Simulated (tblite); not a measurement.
C4H11BGeO4.
Structure used (GFN2-xTB), in Å, numbered top down from 1:
```
atom  x, y, z in Å
C1     2.9417   -1.4607   -0.2830
O2     2.4435   -0.1769    0.0020
B3     1.1587    0.1855   -0.0260
O4     0.7548    1.4109    0.2906
C5     1.6038    2.4770    0.6753
Ge6   -0.5087   -0.9765   -0.4419
O7    -1.7278   -0.0789   -1.4243
C8    -2.9925   -0.1747   -0.8129
C9    -2.7925   -0.2531    0.7039
O10   -1.6493   -1.0320    0.9679
H11    3.6770   -1.3758   -1.0853
H12    2.1418   -2.1408   -0.5886
H13    3.4291   -1.8534    0.6118
H14    2.3993    2.1167    1.3297
H15    0.9923    3.2142    1.1949
H16    2.0498    2.9303   -0.2122
H17   -0.5399   -2.4509   -0.9508
H18   -3.5062   -1.0791   -1.1579
H19   -3.5794    0.7035   -1.0933
H20   -3.6518   -0.7231    1.1900
H21   -2.6525    0.7547    1.1098
```

Level: GFN2-xTB in tblite, geometry and Hessian alike; calculated harmonic values, unscaled, isolated species. Against measured fundamentals such values can be off by several per cent, at times by over 20. Modes of hydrogen on germanium can be 10 to 20 % off. One conformer, not necessarily the lowest. The optimisation stopped once no atom felt more than 0.01 eV/Å.

Lowest wavenumbers of the output (negative numbers stand for imaginary wavenumbers):
```
mode    cm-1
  1     -27.0
  2       9.2
  3      42.9
  4      62.5
  5      74.0
  6     123.6
  7     141.5
  8     153.0
  9     183.5
 10     194.7
```

Is this structure a minimum?

Not by this Hessian. 1 mode is imaginary beyond 20i (27i cm⁻¹), so at this level the point lies at or near a first-order saddle. The curvature is small, so loose convergence or finite differences may be the whole cause.

Which atoms move in the imaginary mode?

27i: H16 (methyl hydrogen) 36 %, H14 (methyl hydrogen) 32 %, H15 (methyl hydrogen) 30 %. These are shares of the mass-weighted motion.

What is the remedy?

Step along that mode in both directions, optimise again with tighter thresholds and repeat the frequencies. The zero-point energy of this point (97.3 kcal/mol) counts the 56 real modes alone, and thermal corrections from it aren't those of a minimum.
